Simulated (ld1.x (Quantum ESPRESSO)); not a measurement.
What one change does to a pseudopotential (Ge, ultrasoft)

* Element: Ge
* Generator: ld1.x (Quantum ESPRESSO) 7.5
* Type: ultrasoft
* Functional: LDA (PZ)
* Relativity: scalar-relativistic
* Frozen core: [Ar] 3d10
* Valence charge: 4
* Reference configuration: 4s1.75 4p2.25
* Partial waves: 4s (bound): rcut 1.70, rcutus 1.85 bohr; 4s channel at -0.6 Ry: rcut 1.70, rcutus 1.85 bohr; 4p (bound): rcut 1.50, rcutus 1.95 bohr; 4p channel at 0.35 Ry: rcut 1.50, rcutus 1.95 bohr; 4d channel at 0.1 Ry: rcut 1.60, rcutus 1.75 bohr
* Local potential: all-electron potential smoothed inside 1.65 bohr (lloc = -1)
* Core correction: none
* Augmentation charge: PSQ, radius 1.30 bohr

All-electron outer shells of the reference configuration (LDA (PZ), scalar-relativistic, ld1.x):

```tsv
shell	level (eV)	outermost node (bohr)	outermost maximum (bohr)
3p	-115.83	0.23	0.54
3d	-30.00	–	0.50
4s	-12.20	0.77	1.73
4p	-4.23	0.82	2.19
```

Change: core correction a·sin(br)/r model core inside 1.46 bohr.

Cutoffs: the cutoffs (Ry, on a coarse ladder) from which the occupation-weighted sum of valence levels, in a spherical-Bessel basis at the reference potential, stays within 10 and 1 mRy of its value at 400 Ry; they do not see the model core or the augmentation charge, which bear on the density cutoff. Errors are all-electron minus pseudo energies relative to the spin-unpolarised reference configuration.

**Question.** Predict the effect on cutoff, ghosts and configuration errors.

**Answer.** Both files are so soft that the ladder of cutoffs tells neither apart; of the 9 tests that both files solve, the error grows in 2 and shrinks in 6 by more than 15 % and 0.3 meV (median size 30.0 → 4.9 meV); neither file shows a bound ghost. A model core, the more so a compact one, raises the density cutoff, which this test does not measure.

| quantity | base | changed |
| --- | --- | --- |
| cutoff, loose | 8 Ry | 8 Ry |
| cutoff, tight | 12 Ry | 12 Ry |
| bound ghosts | none | none |
| error for 4s2 4p2, meV [ΔE -1.98 eV] | +1.0 | -0.3 |
| error for 4s2 4p1, meV [ΔE 5.65 eV] | +4.4 | -3.8 |
| error for 4s2 4p0, meV [ΔE 21.37 eV] | +30 | -44 |
| error for 4s2 4p2.3, meV [ΔE -2.91 eV] | +1.0 | -0.7 |
| error for 4s1 4p0, meV [ΔE 56.59 eV] | +203 | -277 |
| error for 4s0 4p4, meV [ΔE 14.38 eV] | +50 | -25 |
| error for 4s1 4p3, meV [ΔE 6.06 eV] | +7.5 | -4.9 |
| error for 4s1.75 4p2.25 (spin-polarised), meV [ΔE -0.91 eV] | +168 | +11 |
| error for 4s2 4p2 (spin-polarised), meV [ΔE -2.55 eV] | +81 | +4.9 |
| s: phases at 2.15 bohr within 0.05 rad from the reference energy up to (Ry; the scan ends near 5) | 4.5 | 4.5 |
| p: phases at 2.15 bohr within 0.05 rad from the reference energy up to (Ry; the scan ends near 5) | to the end of the scan | to the end of the scan |
| d: phases at 2.15 bohr within 0.05 rad from the reference energy up to (Ry; the scan ends near 5) | 0.7 | 0.7 |
| lowest overlap eigenvalue by channel | s 0.38, p 0.62, d 1.00 | s 0.38, p 0.62, d 1.00 |
